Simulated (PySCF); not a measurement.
Input of a run (PBE0-D3(BJ)/def2-SVP geometry optimisation, gas phase, def2 core potentials past Kr (PySCF 2.14.0)), started from GFN2-xTB:
```
{"job": {"xc": "PBE0", "basis": "def2-SVP", "d3": "d3bj", "grid": 1, "maxiter": 30, "shake": 0.03, "kind": "geom"}, "charge": 0, "multiplicity": 1}
Sb     0.119120     0.037140     0.826720
H      1.434680     0.107360    -0.170350
H     -0.630630     1.331420    -0.214230
Cl    -0.839880    -1.566360    -0.472610
```

Output (energies in Eh, forces in Eh/bohr):
```
step   0  E = -701.36192836  max force = 0.039975
step   1  E = -701.37041290  max force = 0.003459
step   2  E = -701.37050534  max force = 0.000747
step   3  E = -701.37052600  max force = 0.000824
step   4  E = -701.36997596  max force = 0.005422
step   5  E = -701.37043674  max force = 0.002496
step   6  E = -701.37047503  max force = 0.001784
step   7  E = -701.37056731  max force = 0.000403
step   8  E = -701.37054769  max force = 0.000147
step   9  E = -701.37056438  max force = 0.000171
optimisation converged
```

Problem. Summarise the run.

Solution. The energy falls by 22.7 kJ/mol over 10 energy and gradient evaluations, the largest force component goes from 0.0400 to 1.7e-04 Eh/bohr, and the atoms move by 0.088 Å rms after alignment. The bond that changes most is Sb1–Cl4 (ends: antimony bonded to Cl and 2 H; chlorine bonded to Sb), which lengthens by 0.105 Å. Bonds longer at the end by more than 0.005 Å: 2 of 3; shorter: 1. Among the angles that change most is H3–Sb1–Cl4, from 90.1° to 94.5°. The energy rose by more than 1e-6 Eh at steps 4 and 8. The first step brought 98 % of the lowering.

Problem. What are the final bond lengths?

Solution. Sb1–H2 1.721 Å, Sb1–H3 1.720 Å, Sb1–Cl4 2.381 Å. Numbering counts from 1 in the input's order; the species is SbH2Cl (`[SbH2][Cl]`).

The run used 54 basis functions and 60 SCF cycles in all. Hardware: Intel Xeon Platinum 8488C, one thread, on a shared host. Cost: 11 s, 0.25 GiB resident at most.

No frequency check.
